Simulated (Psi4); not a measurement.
Level of theory: Psi4 with SAPT0/jun-cc-pVDZ, frozen core.

Psi4 input:

```
molecule {
0 1
Si -0.13233028 0.00361951 0.00678059
Cl 1.93051574 -0.05290055 -0.09895679
H -0.68024799 -0.76377967 -1.12855225
H -0.56605608 1.41239557 -0.06609572
H -0.55188140 -0.59933486 1.28682417
--
0 1
Si 2.90350920 1.30568085 3.13389523
Cl 0.89981315 1.80604650 3.06647887
H 3.58564942 1.95164594 1.99569059
H 3.02247426 -0.16237203 3.04036954
H 3.46341426 1.78786322 4.41143004
units angstrom
symmetry c1
no_reorient
no_com
}
set basis jun-cc-pvdz
set scf_type df
set freeze_core true
energy('sapt0')
```

Part of the output:

```
    SAPT Results
  --------------------------------------------------------------------------------------------------------
    Electrostatics                 -5.08435468 [mEh]      -3.19048073 [kcal/mol]     -13.34897136 [kJ/mol]
      Elst10,r                     -5.08435468 [mEh]      -3.19048073 [kcal/mol]     -13.34897136 [kJ/mol]

    Exchange                        7.71316960 [mEh]       4.84008700 [kcal/mol]      20.25092400 [kJ/mol]
      Exch10                        7.71316960 [mEh]       4.84008700 [kcal/mol]      20.25092400 [kJ/mol]
      Exch10(S^2)                   7.68583811 [mEh]       4.82293623 [kcal/mol]      20.17916517 [kJ/mol]

    Induction                      -1.04260079 [mEh]      -0.65424187 [kcal/mol]      -2.73734799 [kJ/mol]
      Ind20,r                      -3.60328007 [mEh]      -2.26109238 [kcal/mol]      -9.46041053 [kJ/mol]
      Exch-Ind20,r                  3.03775584 [mEh]       1.90622057 [kcal/mol]       7.97562687 [kJ/mol]
      delta HF,r (2)               -0.47707656 [mEh]      -0.29937006 [kcal/mol]      -1.25256433 [kJ/mol]

    Dispersion                     -3.78861034 [mEh]      -2.37738888 [kcal/mol]      -9.94699508 [kJ/mol]
      Disp20                       -4.29284644 [mEh]      -2.69380181 [kcal/mol]     -11.27086677 [kJ/mol]
      Exch-Disp20                   0.50423610 [mEh]       0.31641293 [kcal/mol]       1.32387169 [kJ/mol]
      Disp20 (SS)                  -2.14642322 [mEh]      -1.34690090 [kcal/mol]      -5.63543339 [kJ/mol]
      Disp20 (OS)                  -2.14642322 [mEh]      -1.34690090 [kcal/mol]      -5.63543339 [kJ/mol]
      Exch-Disp20 (SS)              0.26431669 [mEh]       0.16586123 [kcal/mol]       0.69396337 [kJ/mol]
      Exch-Disp20 (OS)              0.23991941 [mEh]       0.15055170 [kcal/mol]       0.62990831 [kJ/mol]

  Total HF                          1.58621414 [mEh]       0.99536440 [kcal/mol]       4.16460465 [kJ/mol]
  Total SAPT0                      -2.20239620 [mEh]      -1.38202448 [kcal/mol]      -5.78239043 [kJ/mol]
```
